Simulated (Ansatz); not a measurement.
Ansatz (a program for electronic structure) input (B97M-V/def2-TZVPD):

Ansatz 0.2 input:
```yaml
crystal:
  periodic: [false, false, false]
  atoms:
    - {symbol: O, position_ang: [1.45394501, -0.20785379, 0.05455583]}
    - {symbol: C, position_ang: [0.27194834, -0.12038035, 0.00643112]}
    - {symbol: C, position_ang: [-1.09230295, -0.60272092, -0.07611734]}
    - {symbol: C, position_ang: [-0.90878382, 0.71139686, -0.00718105]}
    - {symbol: H, position_ang: [-1.25672953, 1.73305677, 0.02475698]}
basis:
  gaussian:
    orbitals: def2-TZVPD
hamiltonian:
  xc: {name: B97M-V}
magnetization: {spin_polarized: true, initial_magnetization: 1}
output: {forces: true}
```

End of the output:

```
integrals: 0.06 GiB planned
757 factors; their error is unknown
mean field: 0.76 GiB planned
mean field evaluation 1: about -5167.0687 eV, gradient 3.3e1 eV
mean field evaluation 2: about -5163.3230 eV, gradient 4.5e1 eV
mean field evaluation 4: about -5171.4454 eV, gradient 1.7e0 eV
mean field evaluation 8: about -5171.4658 eV, gradient 2.1e-1 eV
mean field evaluation 16: about -5171.4434 eV, gradient 8.1e-3 eV
mean field -5171.44341741 eV, -190.0470402597 hartree, gradient 5.9e-5 eV, S^2 0.754288; 0 other end points of the search recorded, 0 dependent functions left out
the calculation of the forces begins
reference -5171.44348424 eV, -190.0470427157 hartree; 14, 13 occupied and 146, 147 virtual orbitals, 757 factors
Total energy: -5171.44348424 eV, -190.0470427157 hartree
Atom 0 at     1.453945    -0.207854     0.054556 Å, force    -0.219856     0.008780    -0.009298 eV/Å
Atom 1 at     0.271948    -0.120380     0.006431 Å, force    -0.262648     0.128909    -0.005626 eV/Å
Atom 2 at    -1.092303    -0.602721    -0.076117 Å, force     0.183478    -0.056490     0.005484 eV/Å
Atom 3 at    -0.908784     0.711397    -0.007181 Å, force     0.257626     0.029254     0.012726 eV/Å
Atom 4 at    -1.256730     1.733057     0.024757 Å, force     0.041401    -0.110454    -0.003286 eV/Å
Dipole moment:    -0.325313     0.474801     0.007621 e Å
```

It need not be the lowest isomer of its formula.
